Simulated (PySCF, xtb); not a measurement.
Si(F)2(OH)(SMe) (CH₄F₂OSSi), SMILES CS[Si](O)(F)F. Other conformers were not sampled.

Harmonic wavenumbers (cm⁻¹) from xtb with GFN2-xTB at its own minimum, in rising order: 29, 115, 133, 162, 189, 231, 260, 275, 300, 539, 717, 769, 848, 880, 946, 964, 987, 1319, 1447, 1452, 3045, 3056, 3067, 3621.

Problem. What does PBE-D3(BJ)/def2-SVP in PySCF give at its own minimum? (The exact figures need the calculation; the answer reports its results.)

Solution. 42, 112, 139, 191, 200, 265, 311, 317, 342, 531, 686, 760, 858, 914, 937, 948, 961, 1281, 1395, 1411, 2992, 3105, 3115, 3753. Paired by order, the mean absolute difference is 33 cm⁻¹ and the zero-point energies are 36.2 and 36.5 kcal/mol.
